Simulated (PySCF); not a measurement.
## The 23-electron isoelectronic series, non-relativistic

All values are computed (PySCF 2.14, energy differences of UHF-based or UKS calculations, no spin-orbit coupling). Each ion has its own even-tempered basis scaled to its charge (18s12p9d4f4g for the first); frozen: nothing. Ionisation energies in eV.

```
    ion  configuration     UHF     LDA     PBE    PBE0  r2SCAN  MP2 (outer shells)  NIST (with spin-orbit, Breit and QED)
 Ge(9+)  [Ar] 3d5 (6S)  252.90     n/a     n/a     n/a     n/a                 n/a                        252.1 ± 2.2 (t)
Zr(17+)  [Ar] 3d5 (6S)  694.37  694.15  693.57  694.20  694.48              695.05                            690 ± 3 (t)
Mo(19+)  [Ar] 3d5 (6S)  835.48  835.03  834.44  835.14  835.46              836.10                            829 ± 4 (t)
Ru(21+)  [Ar] 3d5 (6S)  988.78  988.10  987.53  988.29  988.62              989.34                            981 ± 4 (t)
Pd(23+)  [Ar] 3d5 (6S)  1154.3  1153.4  1152.8  1153.6  1154.0              1154.8                           1145 ± 4 (t)
Cd(25+)  [Ar] 3d5 (6S)  1331.9  1330.8  1330.2  1331.1  1331.5              1332.4                           1320 ± 4 (t)
Sn(27+)  [Ar] 3d5 (6S)  1521.7  1520.3  1519.8  1520.7  1521.1              1522.1                           1508 ± 4 (t)
Te(29+)  [Ar] 3d5 (6S)  1723.7  1722.0  1721.5  1722.5  1722.9              1724.0                           1707 ± 4 (t)
Xe(31+)  [Ar] 3d5 (6S)  1937.8  1935.9  1935.4  1936.4  1936.9              1938.1                           1919 ± 4 (t)
Ba(33+)  [Ar] 3d5 (6S)  2164.0  2161.9  2161.3  2162.5  2162.9              2164.2                           2142 ± 5 (t)
```

Each ion has its own basis, which adds noise of up to about 0.1 % along the series.

NIST values marked (s) are semi-empirical, (t) theoretical. Open shells are high-spin determinants of the terms that Hund's rules give; for the heavier ions, far from LS coupling, these are not the ground levels.

All relativistic terms are absent from the calculated values; where these lie close to NIST, scalar and spin-orbit shifts of opposite sign can cancel.
